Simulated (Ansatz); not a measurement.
A nudged elastic band was laid between two geometries of BClFH3O (7 atoms, charge 0, multiplicity 1).

All numbers below come from Ansatz 0.2.0, RKS B3LYP-D4/def2-SVP.

```yaml
movable_images: 8
climbing_image: no
spring: 5.0 eV/Å²
optimiser: quadratic models (default)
start_path: through a guess of the saddle point
force_threshold: 0.03 eV/Å
iteration_limit: 60
end_points: relaxed
```

Initial state:

```xyz
7
Properties=species:S:1:pos:R:3
B 0.050 -0.066 0.156
Cl -0.051 0.580 1.883
H 1.058 0.207 -0.442
F -1.125 -0.018 -0.527
O 0.171 -1.756 0.465
H -0.620 -2.152 0.059
H 0.053 -1.824 1.432
```

Final state:

```xyz
7
Properties=species:S:1:pos:R:3
B -0.142 -0.376 -0.608
Cl 0.721 -0.383 3.249
H 0.444 0.637 -0.345
F -0.611 -0.595 -1.831
O -0.328 -1.311 0.354
H -0.812 -2.097 0.056
H 0.264 -0.905 2.150
```

Q: What changes between the two ends?

A: Bonds broken: B1–Cl2, O5–H7. Bonds formed: Cl2–H7. BClFH3O becomes BFH2O + ClH.

Q: What energy profile does the band end with?

A: The forces met the threshold. The highest image is number 2 of 0 to 9, 0.62 eV above the first end and 0.93 eV above the last; the last end lies 0.32 eV below the first. No image climbed, so the highest image needn't sit at the top of the path. The orbitals stay closed-shell, which can raise the energy where a bond breaks towards radicals; this wasn't checked here.

| image | path coordinate (Å) | energy (eV) | B1–Cl2 (Å) | O5–H7 (Å) | Cl2–H7 (Å) |
| --- | --- | --- | --- | --- | --- |
| 0 | 0.00 | 0.00 | 1.85 | 0.98 | 2.45 |
| 1 | 0.45 | 0.18 | 1.96 | 1.01 | 1.95 |
| 2 | 0.89 | 0.62 | 2.27 | 1.24 | 1.55 |
| 3 | 1.34 | 0.03 | 2.64 | 1.68 | 1.33 |
| 4 | 1.78 | -0.25 | 3.07 | 2.00 | 1.30 |
| 5 | 2.23 | -0.30 | 3.42 | 2.08 | 1.30 |
| 6 | 2.68 | -0.31 | 3.64 | 2.01 | 1.30 |
| 7 | 3.12 | -0.31 | 3.80 | 1.96 | 1.30 |
| 8 | 3.57 | -0.31 | 3.91 | 1.94 | 1.30 |
| 9 | 4.02 | -0.32 | 3.95 | 1.93 | 1.30 |

Q: What is the geometry of the highest image?

A: 
```xyz
7
Properties=species:S:1:pos:R:3:forces:R:3
B 0.052 -0.294 -0.080 -0.02 -0.04 -0.09
Cl -0.051 0.158 2.138 0.01 -0.05 0.08
H 1.059 0.251 -0.422 0.00 0.00 0.01
F -1.128 -0.003 -0.621 0.01 0.00 0.00
O 0.165 -1.716 0.345 -0.02 0.01 -0.03
H -0.670 -2.183 0.171 0.00 -0.01 -0.01
H 0.109 -1.243 1.495 0.01 0.10 0.05
```

Time of the run: 4.9 min on 1 thread of Arm Neoverse V2, on a shared host, peak memory 0.16 GiB.
